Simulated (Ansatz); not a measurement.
Computed with Ansatz on PBE0-D4/def2-TZVP structures; ΔE is electronic, products minus reactants. CCSD(T)/CBS is the MP2 limit (def2-TZVPP, def2-QZVPP) plus CCSD(T) − MP2 in def2-TZVPP, frozen cores. DFT in def2-TZVPP. B3LYP here is the variant with VWN-RPA as its local correlation; programs differ in this. For Br outer-core shells are correlated without core-valence functions, which leaves a few kJ/mol of doubt a bond. Scalar relativity is left out up to krypton. One conformer a species, not always the lowest.

Consider the isomerisation: `FC[SiH2]CBr` → `FCC([SiH3])Br`.

`FC[SiH2]CBr`:

Cartesian coordinates in Å:
```
F 0.155 -0.528 -2.141
C -0.084 0.644 -1.426
Si 0.605 0.456 0.325
C -0.221 -1.005 1.166
Br -2.128 -0.658 1.351
H 0.390 1.475 -1.959
H -1.164 0.821 -1.412
H 2.070 0.200 0.255
H 0.342 1.701 1.092
H 0.161 -1.188 2.170
H -0.126 -1.918 0.579
```

`FCC([SiH3])Br`:

Cartesian coordinates in Å:
```
F 0.153 2.062 -0.317
C -0.166 0.939 -1.060
C -0.634 -0.148 -0.116
Si 0.633 -0.675 1.189
Br -1.049 -1.710 -1.210
H -0.949 1.213 -1.772
H 0.726 0.624 -1.609
H -1.579 0.140 0.348
H 0.084 -1.833 1.934
H 0.896 0.444 2.127
H 1.883 -1.056 0.486
```

Q: Is it downhill or uphill in electronic energy at CCSD(T)/CBS, and by how much? (Estimate.)

A: Ansatz gave: Uphill: ΔE = +2.1 kcal/mol.

Q: What do these levels give: B3LYP-D4, HF/def2-QZVPP, MP2/def2-QZVPP, SCS-MP2/def2-QZVPP, MP2/CBS(def2), CCSD/CBS(def2)? (Best estimate.)

A: The calculation gave: B3LYP-D4 3.4, HF/def2-QZVPP 2.5, MP2/def2-QZVPP 1.6, SCS-MP2/def2-QZVPP 1.7, MP2/CBS(def2) 1.7, CCSD/CBS(def2) 2.3 kcal/mol.

Largest T1 diagnostic among the species: 0.010.
